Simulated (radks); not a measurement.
The numbers below are computed, except where a source is named.
All-electron atom: C I in [He] 2s2 2p2.

Code: a radial shooting solver on a logarithmic mesh with Libxc functionals. Model: scalar-relativistic Kohn-Sham, PBE, spin-polarised, spherical densities, finite nucleus; open shells are filled with parallel spins first; Fermi nuclear charge, rms radius 2.4702 fm.

Energy parts (eV):
total: -1028.870
kinetic: 1026.325
electron-nucleus: -2399.415
Hartree: 484.049
exchange-correlation: -139.829

Orbitals (lengths in bohr, moments of r in powers of bohr; r(max) is where P^2 peaks):
| orbital | occ. | eigenvalue (eV) | r(max) | <r^2> |
|---|---|---|---|---|
| 1s up | 1 | -273.1453 | 0.1740 | 0.09959 |
| 1s down | 1 | -272.3348 | 0.1738 | 0.09906 |
| 2s up | 1 | -14.6416 | 1.208 | 2.921 |
| 2s down | 1 | -11.8820 | 1.223 | 3.147 |
| 2p up | 2 | -6.0954 | 1.191 | 3.971 |
| 2p down | 0 | -3.6080 | 1.231 | 4.981 |

The highest occupied level is 2p up at -6.095 eV. Summed over all electrons, <r^2> = 14.21 bohr^2, which gives a Langevin (diamagnetic) susceptibility term of -11.3 x 10^-6 cm^3/mol. The density falls to 0.001 e/bohr^3 at r = 3.64 bohr. The spin density at the nucleus is -0.0215 e/bohr^3 (1s -0.2026, 2s 0.1811). For comparison, the ionisation energy in NIST's Atomic Spectra Database is 11.260 eV (measured). In exact Kohn-Sham theory the highest level is minus the ionisation energy, but local and semilocal functionals leave it too shallow, through self-interaction and a potential that decays too fast; potentials with the right tail come closer. Spin moment in Bohr magnetons: 2.
